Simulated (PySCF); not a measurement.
Correlation energy of N⁺ (nitrogen, charge +1)

[He] 2s2 2p2, high-spin 3P determinant. Computed with PySCF 2.14 in aug-cc-pwCVTZ (7s6p4d2f, 59 functions), with the non-relativistic Hamiltonian (point nucleus). Frozen: 1s2; 4 electrons correlated.

MP2 pair energies summed by pair of shells (mhartree):

```json
{"pair": "2s-2p", "energy": "-45.92", "share (%)": "61.3"}
{"pair": "2s-2s", "energy": "-21.31", "share (%)": "28.4"}
{"pair": "2p-2p", "energy": "-7.72", "share (%)": "10.3"}
```

Total MP2 correlation energy: -74.95 mhartree.

Same-spin part -13.70 and opposite-spin part -61.25 mhartree; SCS-MP2 scales them by 1/3 and 6/5 to -78.06 mhartree.
